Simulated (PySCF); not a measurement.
**Ionisation energy of Pt³³⁺ by level of theory**

Pt³³⁺ [Kr] 4d9 [4d3/2^4 4d5/2^5, M_J = 5/2] → Pt³⁴⁺ [Kr] 4d8 [4d3/2^4 4d5/2^4, M_J = 4], as a difference of total energies. All numbers are calculated (PySCF 2.14, the two-component X2C-1e Hamiltonian, in an even-tempered Gaussian basis (17 s from 3.3 bohr⁻², ratio 2.8; 14 p from 4.3 bohr⁻², ratio 2.8; 9 d from 4.3 bohr⁻², ratio 2.8; 3 f from 20 bohr⁻², ratio 3)). Correlated levels: [Ar] 3d10 frozen; the 92 highest virtual spinors dropped. "Screened" scales the spin-orbit matrix elements by Boettger's factors to mimic the two-electron term; Breit and QED terms are absent.

```
                    method  ionisation energy (eV)
           GHF (spin-free)                  1461.0
          GMP2 (spin-free)                  1461.4
 GHF (screened spin-orbit)                  1452.5
GMP2 (screened spin-orbit)                  1452.9
```

Breit and QED terms and the two-electron picture change are absent.

The spin-free rows relax to the high-spin LS determinant and lack the spin-orbit shift.

The labels give the starting determinants; with spin-orbit coupling the two ends relaxed to ⟨J²⟩ = 8.75, ⟨L²⟩ = 6.11, ⟨S²⟩ = 0.85 and ⟨J²⟩ = 20.00, ⟨L²⟩ = 13.06, ⟨S²⟩ = 1.86.

For comparison: 1454 ± 5 eV (theoretical estimate listed by NIST; NIST Atomic Spectra Database, ionization energies).
